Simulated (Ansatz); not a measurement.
C₄H₄ClF, SMILES C=C(Cl)/C=C\F.

Geometry optimised at B3LYP-D3(BJ)/def2-SVP. The structure was generated by enumeration; whether it is a known compound was not checked. One conformer was computed; it need not be the lowest.

Two levels are set side by side: PBE/def2-SVPD (Ansatz, a program for electronic structure) and CAM-B3LYP/def2-SVPD (Ansatz). Energy differences of separate SCF runs at the same geometry; the states with an electron removed or added have multiplicity 2 and 2. Differences are taken from unrounded values.

| quantity | PBE |
|---|---|
| vertical ionisation energy (eV) | 8.81 |
| vertical singlet–triplet gap (eV) | 3.03 |

**Question.** These are the PBE values. What does CAM-B3LYP give? (The exact figures need the calculation; the answer reports its results.)

**Answer.** 
```json
[
 {"quantity": "vertical ionisation energy (eV)", "CAM-B3LYP": "9.07", "PBE minus CAM-B3LYP": "-0.26"},
 {"quantity": "vertical singlet–triplet gap (eV)", "CAM-B3LYP": "3.14", "PBE minus CAM-B3LYP": "-0.11"}
]
```
